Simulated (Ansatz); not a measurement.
Start from `O[Si]([SiH3])(S)Cl` and change one atom or group to get `O[Si]([SiH3])(Cl)Cl`.

Ansatz, PBE0-D4/def2-TZVP geometries, multiplicity 1. Each molecule was computed in one conformer, which needn't be the lowest.

```tsv
property	`O[Si]([SiH3])(S)Cl`
HOMO energy (ωB97M-V/def2-TZVPP) / eV	-9.76
ideal-gas entropy at 298 K and 1 bar (rigid rotor, harmonic PBE0-D4/def2-TZVP) / J/(mol·K)	394
zero-point energy (PBE0-D4/def2-TZVP) / kJ/mol	134.6
LUMO energy (ωB97M-V/def2-TZVPP) / eV	1.33
size of the dipole moment (PBE/def2-TZVPP) / D	0.49
size of the dipole moment (ωB97M-V/def2-TZVPP) / D	0.45
```

Give the same properties after the change, and the shifts. (Estimate.)

The calculation gave: 
```
                                                                                  property  `O[Si]([SiH3])(Cl)Cl`  shift
                                                     HOMO energy (ωB97M-V/def2-TZVPP) / eV                 -10.57  -0.81
ideal-gas entropy at 298 K and 1 bar (rigid rotor, harmonic PBE0-D4/def2-TZVP) / J/(mol·K)                    383    -11
                                            zero-point energy (PBE0-D4/def2-TZVP) / kJ/mol                  113.1  -21.5
                                                     LUMO energy (ωB97M-V/def2-TZVPP) / eV                   1.52   0.19
                                            size of the dipole moment (PBE/def2-TZVPP) / D                   0.91   0.42
                                        size of the dipole moment (ωB97M-V/def2-TZVPP) / D                   0.91   0.46
```

With PBE0 the HOMO falls by 0.87 eV and the LUMO rises by 0.22 eV, so the gap widens by about 1.09 eV. PBE moves the HOMO by -0.85 eV and ωB97M-V by -0.81 eV. The zero-point energy changes by -21.5 kJ/mol with -3 modes. Dipoles are sizes alone; their direction can turn.
